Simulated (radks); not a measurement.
Spherical jellium clusters: N electrons in a uniform positive sphere of charge N and radius rs N^(1/3), rs = 3.07 bohr. Calculated with a radial shooting solver with Libxc functionals: non-relativistic Kohn-Sham, LDA (Slater exchange, Perdew-Wang correlation), spin-polarised, spherical densities. Levels are named by radial order and angular momentum (1s, 1p, 1d, 2s, ...), and open shells are averaged over m.

N = 8, configuration 1s2 1p6. This is the lowest configuration that the search found. Occupied and some empty levels:

level,occupation,eigenvalue (eV),<r> (bohr)
1s,2,-5.9745,4.146
1p,6,-3.9307,5.217
1d,0,-1.6755,6.415
2s,0,-1.3798,6.985

Energy (eV): total -13.1986, kinetic 20.281, external -327.34, Hartree 158.21, exchange-correlation -34.527, background 170.18. Static polarisability (adiabatic kernel): 371.6 bohr^3, against R^3 = 231.5 for a classical metal sphere.
